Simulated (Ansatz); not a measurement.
Harmonic vibrations of `C[BH-](C)[SeH2+]` by finite differences.

```yaml
crystal:
  periodic: [false, false, false]
  atoms:
    - {symbol: C, position_ang: [-0.994247, 0.963324, -0.849310]}
    - {symbol: B, position_ang: [-0.047092, -0.277589, -0.514442]}
    - {symbol: C, position_ang: [1.432117, 0.023749, -0.006642]}
    - {symbol: Se, position_ang: [-1.133042, -1.244459, 1.243490]}
    - {symbol: H, position_ang: [-2.035143, 0.701283, -1.061382]}
    - {symbol: H, position_ang: [-0.989202, 1.742775, -0.078833]}
    - {symbol: H, position_ang: [-0.606088, 1.433816, -1.761265]}
    - {symbol: H, position_ang: [-0.177086, -1.244357, -1.237504]}
    - {symbol: H, position_ang: [1.475927, 0.772067, 0.792790]}
    - {symbol: H, position_ang: [1.987555, -0.858891, 0.324114]}
    - {symbol: H, position_ang: [1.995608, 0.442768, -0.850313]}
    - {symbol: H, position_ang: [-0.092269, -2.182269, 1.687007]}
    - {symbol: H, position_ang: [-0.796637, -0.306916, 2.327087]}
basis:
  gaussian: {orbitals: def2-TZVP}
hamiltonian: {xc: pbe0, dispersion: d4}
phonons: {temperatures: {t_min: 298.15, t_max: 900, t_step: 200}}
```

```sh
$ ansatz run in.yaml --threads 4 --pin off --events-out ev --progress --plain --max-ram 10444MiB
```

Output, abridged:

```
Functional definition: PBE0
mean field -68236.18887694 eV, -2507.6336890773 hartree, gradient 5.5e-5 eV, S^2 0.000000; 0 other end points of the search recorded, 0 dependent functions left out
mean field -68236.18870676 eV, -2507.6336828234 hartree, gradient 1.3e-6 eV, S^2 0.000000; 0 other end points of the search recorded, 0 dependent functions left out
mean field -68236.18873936 eV, -2507.6336840217 hartree, gradient 1.3e-6 eV, S^2 0.000000; 0 other end points of the search recorded, 0 dependent functions left out
mean field -68236.18875956 eV, -2507.6336847638 hartree, gradient 1.3e-6 eV, S^2 0.000000; 0 other end points of the search recorded, 0 dependent functions left out
mean field -68236.18871678 eV, -2507.6336831916 hartree, gradient 1.3e-6 eV, S^2 0.000000; 0 other end points of the search recorded, 0 dependent functions left out
mean field -68236.18870388 eV, -2507.6336827177 hartree, gradient 1.3e-6 eV, S^2 0.000000; 0 other end points of the search recorded, 0 dependent functions left out
mean field -68236.18874720 eV, -2507.6336843097 hartree, gradient 1.3e-6 eV, S^2 0.000000; 0 other end points of the search recorded, 0 dependent functions left out
mean field -68236.18877991 eV, -2507.6336855116 hartree, gradient 1.3e-6 eV, S^2 0.000000; 0 other end points of the search recorded, 0 dependent functions left out
mean field -68236.18877745 eV, -2507.6336854214 hartree, gradient 1.3e-6 eV, S^2 0.000000; 0 other end points of the search recorded, 0 dependent functions left out
mean field -68236.18876828 eV, -2507.6336850844 hartree, gradient 1.3e-6 eV, S^2 0.000000; 0 other end points of the search recorded, 0 dependent functions left out
mean field -68236.18877323 eV, -2507.6336852661 hartree, gradient 1.3e-6 eV, S^2 0.000000; 0 other end points of the search recorded, 0 dependent functions left out
mean field -68236.18880086 eV, -2507.6336862818 hartree, gradient 1.3e-6 eV, S^2 0.000000; 0 other end points of the search recorded, 0 dependent functions left out
mean field -68236.18882657 eV, -2507.6336872264 hartree, gradient 1.3e-6 eV, S^2 0.000000; 0 other end points of the search recorded, 0 dependent functions left out
mean field -68236.18878132 eV, -2507.6336855636 hartree, gradient 1.3e-6 eV, S^2 0.000000; 0 other end points of the search recorded, 0 dependent functions left out
mean field -68236.18870665 eV, -2507.6336828196 hartree, gradient 1.3e-6 eV, S^2 0.000000; 0 other end points of the search recorded, 0 dependent functions left out
mean field -68236.18872391 eV, -2507.6336834537 hartree, gradient 1.3e-6 eV, S^2 0.000000; 0 other end points of the search recorded, 0 dependent functions left out
mean field -68236.18871355 eV, -2507.6336830730 hartree, gradient 1.3e-6 eV, S^2 0.000000; 0 other end points of the search recorded, 0 dependent functions left out
mean field -68236.18872130 eV, -2507.6336833579 hartree, gradient 1.3e-6 eV, S^2 0.000000; 0 other end points of the search recorded, 0 dependent functions left out
mean field -68236.18872507 eV, -2507.6336834965 hartree, gradient 1.3e-6 eV, S^2 0.000000; 0 other end points of the search recorded, 0 dependent functions left out
mean field -68236.18879569 eV, -2507.6336860915 hartree, gradient 1.3e-6 eV, S^2 0.000000; 0 other end points of the search recorded, 0 dependent functions left out
mean field -68236.18885133 eV, -2507.6336881365 hartree, gradient 1.3e-6 eV, S^2 0.000000; 0 other end points of the search recorded, 0 dependent functions left out
mean field -68236.18877562 eV, -2507.6336853540 hartree, gradient 1.3e-6 eV, S^2 0.000000; 0 other end points of the search recorded, 0 dependent functions left out
mean field -68236.18884972 eV, -2507.6336880773 hartree, gradient 1.3e-6 eV, S^2 0.000000; 0 other end points of the search recorded, 0 dependent functions left out
mean field -68236.18886298 eV, -2507.6336885643 hartree, gradient 1.3e-6 eV, S^2 0.000000; 0 other end points of the search recorded, 0 dependent functions left out
mean field -68236.18878618 eV, -2507.6336857422 hartree, gradient 1.3e-6 eV, S^2 0.000000; 0 other end points of the search recorded, 0 dependent functions left out
mean field -68236.18877803 eV, -2507.6336854428 hartree, gradient 1.3e-6 eV, S^2 0.000000; 0 other end points of the search recorded, 0 dependent functions left out
mean field -68236.18878901 eV, -2507.6336858462 hartree, gradient 1.3e-6 eV, S^2 0.000000; 0 other end points of the search recorded, 0 dependent functions left out
mean field -68236.18886393 eV, -2507.6336885993 hartree, gradient 1.3e-6 eV, S^2 0.000000; 0 other end points of the search recorded, 0 dependent functions left out
mean field -68236.18885284 eV, -2507.6336881917 hartree, gradient 1.3e-6 eV, S^2 0.000000; 0 other end points of the search recorded, 0 dependent functions left out
mean field -68236.18885435 eV, -2507.6336882475 hartree, gradient 1.3e-6 eV, S^2 0.000000; 0 other end points of the search recorded, 0 dependent functions left out
mean field -68236.18886606 eV, -2507.6336886775 hartree, gradient 1.3e-6 eV, S^2 0.000000; 0 other end points of the search recorded, 0 dependent functions left out
mean field -68236.18885887 eV, -2507.6336884136 hartree, gradient 1.3e-6 eV, S^2 0.000000; 0 other end points of the search recorded, 0 dependent functions left out
mean field -68236.18886807 eV, -2507.6336887516 hartree, gradient 1.3e-6 eV, S^2 0.000000; 0 other end points of the search recorded, 0 dependent functions left out
mean field -68236.18882776 eV, -2507.6336872701 hartree, gradient 1.3e-6 eV, S^2 0.000000; 0 other end points of the search recorded, 0 dependent functions left out
[...]
mean field -68236.18883152 eV, -2507.6336874084 hartree, gradient 1.3e-6 eV, S^2 0.000000; 0 other end points of the search recorded, 0 dependent functions left out
mean field -68236.18884845 eV, -2507.6336880304 hartree, gradient 1.3e-6 eV, S^2 0.000000; 0 other end points of the search recorded, 0 dependent functions left out
mean field -68236.18884655 eV, -2507.6336879608 hartree, gradient 1.3e-6 eV, S^2 0.000000; 0 other end points of the search recorded, 0 dependent functions left out
mean field -68236.18887479 eV, -2507.6336889986 hartree, gradient 1.3e-6 eV, S^2 0.000000; 0 other end points of the search recorded, 0 dependent functions left out
mean field -68236.18885326 eV, -2507.6336882072 hartree, gradient 1.3e-6 eV, S^2 0.000000; 0 other end points of the search recorded, 0 dependent functions left out
mean field -68236.18882612 eV, -2507.6336872101 hartree, gradient 1.3e-6 eV, S^2 0.000000; 0 other end points of the search recorded, 0 dependent functions left out
mean field -68236.18881936 eV, -2507.6336869614 hartree, gradient 1.3e-6 eV, S^2 0.000000; 0 other end points of the search recorded, 0 dependent functions left out
mean field -68236.18881597 eV, -2507.6336868371 hartree, gradient 1.3e-6 eV, S^2 0.000000; 0 other end points of the search recorded, 0 dependent functions left out
mean field -68236.18881758 eV, -2507.6336868960 hartree, gradient 1.3e-6 eV, S^2 0.000000; 0 other end points of the search recorded, 0 dependent functions left out
mean field -68236.18885133 eV, -2507.6336881364 hartree, gradient 1.3e-6 eV, S^2 0.000000; 0 other end points of the search recorded, 0 dependent functions left out
mean field -68236.18883256 eV, -2507.6336874467 hartree, gradient 1.3e-6 eV, S^2 0.000000; 0 other end points of the search recorded, 0 dependent functions left out
mean field -68236.18880593 eV, -2507.6336864679 hartree, gradient 1.3e-6 eV, S^2 0.000000; 0 other end points of the search recorded, 0 dependent functions left out
mean field -68236.18880395 eV, -2507.6336863953 hartree, gradient 1.3e-6 eV, S^2 0.000000; 0 other end points of the search recorded, 0 dependent functions left out
mean field -68236.18885319 eV, -2507.6336882046 hartree, gradient 1.3e-6 eV, S^2 0.000000; 0 other end points of the search recorded, 0 dependent functions left out
mean field -68236.18885757 eV, -2507.6336883656 hartree, gradient 1.3e-6 eV, S^2 0.000000; 0 other end points of the search recorded, 0 dependent functions left out
mean field -68236.18885203 eV, -2507.6336881621 hartree, gradient 1.3e-6 eV, S^2 0.000000; 0 other end points of the search recorded, 0 dependent functions left out
mean field -68236.18883174 eV, -2507.6336874165 hartree, gradient 1.3e-6 eV, S^2 0.000000; 0 other end points of the search recorded, 0 dependent functions left out
mean field -68236.18885179 eV, -2507.6336881531 hartree, gradient 1.3e-6 eV, S^2 0.000000; 0 other end points of the search recorded, 0 dependent functions left out
mean field -68236.18885090 eV, -2507.6336881207 hartree, gradient 1.3e-6 eV, S^2 0.000000; 0 other end points of the search recorded, 0 dependent functions left out
mean field -68236.18880913 eV, -2507.6336865856 hartree, gradient 1.3e-6 eV, S^2 0.000000; 0 other end points of the search recorded, 0 dependent functions left out
mean field -68236.18881545 eV, -2507.6336868179 hartree, gradient 1.3e-6 eV, S^2 0.000000; 0 other end points of the search recorded, 0 dependent functions left out
mean field -68236.18883718 eV, -2507.6336876163 hartree, gradient 1.3e-6 eV, S^2 0.000000; 0 other end points of the search recorded, 0 dependent functions left out
mean field -68236.18884537 eV, -2507.6336879172 hartree, gradient 1.3e-6 eV, S^2 0.000000; 0 other end points of the search recorded, 0 dependent functions left out
mean field -68236.18883735 eV, -2507.6336876228 hartree, gradient 1.3e-6 eV, S^2 0.000000; 0 other end points of the search recorded, 0 dependent functions left out
mean field -68236.18885396 eV, -2507.6336882332 hartree, gradient 1.3e-6 eV, S^2 0.000000; 0 other end points of the search recorded, 0 dependent functions left out
mean field -68236.18887333 eV, -2507.6336889450 hartree, gradient 1.3e-6 eV, S^2 0.000000; 0 other end points of the search recorded, 0 dependent functions left out
mean field -68236.18885957 eV, -2507.6336884392 hartree, gradient 1.3e-6 eV, S^2 0.000000; 0 other end points of the search recorded, 0 dependent functions left out
mean field -68236.18886319 eV, -2507.6336885722 hartree, gradient 1.3e-6 eV, S^2 0.000000; 0 other end points of the search recorded, 0 dependent functions left out
mean field -68236.18887578 eV, -2507.6336890348 hartree, gradient 1.3e-6 eV, S^2 0.000000; 0 other end points of the search recorded, 0 dependent functions left out
mean field -68236.18884041 eV, -2507.6336877349 hartree, gradient 1.3e-6 eV, S^2 0.000000; 0 other end points of the search recorded, 0 dependent functions left out
mean field -68236.18885068 eV, -2507.6336881126 hartree, gradient 1.3e-6 eV, S^2 0.000000; 0 other end points of the search recorded, 0 dependent functions left out
mean field -68236.18885304 eV, -2507.6336881991 hartree, gradient 1.3e-6 eV, S^2 0.000000; 0 other end points of the search recorded, 0 dependent functions left out
mean field -68236.18882557 eV, -2507.6336871896 hartree, gradient 1.3e-6 eV, S^2 0.000000; 0 other end points of the search recorded, 0 dependent functions left out
Total energy: -68236.41154311 eV, -2507.6418719083 hartree
Atom 0 at    -0.994247     0.963324    -0.849310 Å, force    -0.000237    -0.000310    -0.001027 eV/Å
Atom 1 at    -0.047092    -0.277589    -0.514442 Å, force    -0.000346     0.000071     0.000005 eV/Å
Atom 2 at     1.432117     0.023749    -0.006642 Å, force     0.001283     0.000239     0.000376 eV/Å
Atom 3 at    -1.133042    -1.244459     1.243490 Å, force    -0.000441    -0.000024    -0.000660 eV/Å
Atom 4 at    -2.035143     0.701283    -1.061382 Å, force    -0.000121     0.000180    -0.000125 eV/Å
Atom 5 at    -0.989202     1.742775    -0.078833 Å, force    -0.000001    -0.000058     0.000382 eV/Å
Atom 6 at    -0.606088     1.433816    -1.761265 Å, force     0.000006     0.000616    -0.000028 eV/Å
Atom 7 at    -0.177086    -1.244357    -1.237504 Å, force    -0.000088    -0.000521     0.000562 eV/Å
Atom 8 at     1.475927     0.772067     0.792790 Å, force     0.000062     0.000171     0.000000 eV/Å
Atom 9 at     1.987555    -0.858891     0.324114 Å, force    -0.000475     0.000216    -0.000054 eV/Å
Atom 10 at     1.995608     0.442768    -0.850313 Å, force     0.000033    -0.000301    -0.000355 eV/Å
Atom 11 at    -0.092269    -2.182269     1.687007 Å, force     0.000217     0.000078    -0.000023 eV/Å
Atom 12 at    -0.796637    -0.306916     2.327087 Å, force     0.000107    -0.000358     0.000949 eV/Å
Dipole moment:    -0.104727    -0.189918     0.534860 e Å
Vibrations: 117.50 145.10 179.45 204.42 215.54 269.24 302.01 453.76 468.96 753.87 761.07 776.56 859.67 988.81 1015.35 1045.47 1058.21 1172.36 1324.60 1325.64 1456.65 1459.15 1468.19 1476.20 2426.50 2448.27 2474.13 3016.68 3019.71 3077.37 3081.62 3097.85 3099.02 cm⁻¹, zero-point energy 2.792058 eV
```

It took 3.4 min on 4 threads of an Arm Neoverse V1 on a shared host, with 0.53 GiB of host memory at the peak.
